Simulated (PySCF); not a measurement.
Ti¹⁸⁺ (titanium, charge +18) across methods

[He] 2s2, closed-shell 1S. Computed with PySCF 2.14 in an uncontracted even-tempered set (17 s from 3.8 bohr⁻², ratio 2.2; 8 p from 6 bohr⁻², ratio 2.4; 6 d from 18 bohr⁻², ratio 2.4; 5 f from 27 bohr⁻², ratio 2.4; 4 g from 40 bohr⁻², ratio 2.4), with no relativity, point nucleus.

| method | E (hartree) | mean ε 1s (eV) | mean ε 2s (eV) | Σ⟨r²⟩ (bohr²) | ⟨S²⟩ |
| --- | --- | --- | --- | --- | --- |
| B97-3 | -571.337 | -5889.0 | -1310.0 | 0.2131 | 0.000 |
| LDA | -569.508 | -5835.5 | -1298.6 | 0.2138 | 0.000 |
| PBE0 | -571.240 | -5886.4 | -1309.0 | 0.2134 | 0.000 |
| r2SCAN | -571.271 | -5866.3 | -1303.0 | 0.2136 | 0.000 |
| BHandHLYP | -571.379 | -5923.6 | -1316.8 | 0.2135 | 0.000 |
| PBE | -571.201 | -5850.5 | -1301.2 | 0.2134 | 0.000 |
| UHF | -571.24950 | -5993.4 | -1330.8 | 0.2136 | 0.000 |
